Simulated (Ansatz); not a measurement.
This geometry of C$_{3}$H$_{7}$AlO$_{2}$ (13 atoms, charge 0, multiplicity 1) is a first-order saddle point.

All numbers below come from Ansatz 0.2.0, RKS B3LYP-D4/6-31G.

```xyz
13
Properties=species:S:1:pos:R:3
C -1.249 -0.545 -0.924
C -0.067 0.210 -0.352
Al 1.377 -0.741 0.603
O 0.990 -1.241 2.201
C -0.224 1.679 -0.146
O 0.538 1.224 -1.338
H -0.926 -1.376 -1.564
H -1.862 -0.960 -0.113
H -1.877 0.117 -1.533
H 2.809 -1.071 -0.024
H 1.338 -1.680 2.980
H 0.358 2.213 0.602
H -1.184 2.137 -0.378
```

Task: Which two structures does it join? (They come from a converged band through this point; their orientation in space is the band's.)

Result: No bond is made or broken. The dihedral C1–C2–Al3–H10 goes from -164 to 4°.

Image 0:

```xyz
13
Properties=species:S:1:pos:R:3
C -1.643 -0.335 -0.210
C -0.382 0.302 0.278
Al 1.421 -0.455 0.699
O 1.695 -2.128 0.485
C 0.027 1.621 -0.268
O 0.839 0.553 -0.961
H -1.546 -1.421 -0.293
H -2.422 -0.134 0.541
H -1.987 0.070 -1.170
H 2.442 0.402 1.562
H 1.582 -2.935 -0.013
H 0.625 2.300 0.338
H -0.630 2.125 -0.973
```

Image 8:

```xyz
13
Properties=species:S:1:pos:R:3
C -1.793 -0.584 -0.372
C -0.508 -0.001 0.119
Al 1.283 -0.793 0.475
O 2.282 0.180 1.490
C -0.077 1.335 -0.370
O 0.701 0.275 -1.127
H -1.734 -1.669 -0.497
H -2.558 -0.384 0.394
H -2.134 -0.133 -1.313
H 1.579 -2.321 0.137
H 3.163 0.214 1.868
H 0.551 1.962 0.257
H -0.733 1.883 -1.045
```

Task: How far does it lie above each of them?

Result: 0.31 eV above the first and 0.34 eV above the second. This is the barrier of this one path; another mechanism may lie lower. Limits of this set-up: no polarisation functions.

Time of the run: 12 min on 1 thread of Arm Neoverse V1, with other jobs on the host, peak memory 0.17 GiB.
